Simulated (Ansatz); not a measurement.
Basis-set series for C₂H₈B₂, SMILES `BCBC`. Total charge 0; spin multiplicity 1. All single points use the PBE0-D4/def2-TZVP geometry. It is one conformer, not always the lowest.

| functional | basis | functions | energy (Eh) | HOMO (eV) | LUMO (eV) |
| --- | --- | --- | --- | --- | --- |
| PBE0-D4 | def2-SVP | 96 | -130.43256 | -8.63 | -1.65 |
| PBE0-D4 | def2-QZVPP | 468 | -130.58179 | -8.68 | -1.74 |
| ωB97M-V | def2-SVP | 96 | -130.50771 | -10.90 | 0.38 |
| ωB97M-V | def2-QZVPP | 468 | -130.66786 | -10.98 | 0.15 |

(1) Give the rows for def2-TZVPP. (Best estimate.)

Results:

(1) The calculation gave: 
| functional | basis | functions | energy (Eh) | HOMO (eV) | LUMO (eV) |
| --- | --- | --- | --- | --- | --- |
| PBE0-D4 | def2-TZVPP | 236 | -130.57356 | -8.68 | -1.73 |
| ωB97M-V | def2-TZVPP | 236 | -130.66005 | -10.98 | 0.21 |

Positive LUMOs are unbound and depend on the basis.

All numbers were calculated with Ansatz.
